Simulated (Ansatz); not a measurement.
Here is a job for Ansatz (a quantum-chemistry and plane-wave program).
Ansatz 0.2 input:
```yaml
crystal:
  periodic: [false, false, false]
  atoms:
    - {symbol: Sb, position_ang: [0.80022647, 0.43653749, 0.25183252]}
    - {symbol: Br, position_ang: [-0.95108613, 1.05498921, -1.39399681]}
    - {symbol: Br, position_ang: [-0.21495815, -1.69108670, 1.02704085]}
basis:
  gaussian:
    orbitals: def2-SV_P_.json
hamiltonian:
  xc: b3lyp
total_charge: 1
```
The basis file holds def2-SV(P) in the JSON format of the Basis Set Exchange.

What total energy does B3LYP/def2-SV(P) run with Ansatz give?

-146610.6755 eV

Estimate the number of basis functions that B3LYP/def2-SV(P) returns for this input.

90
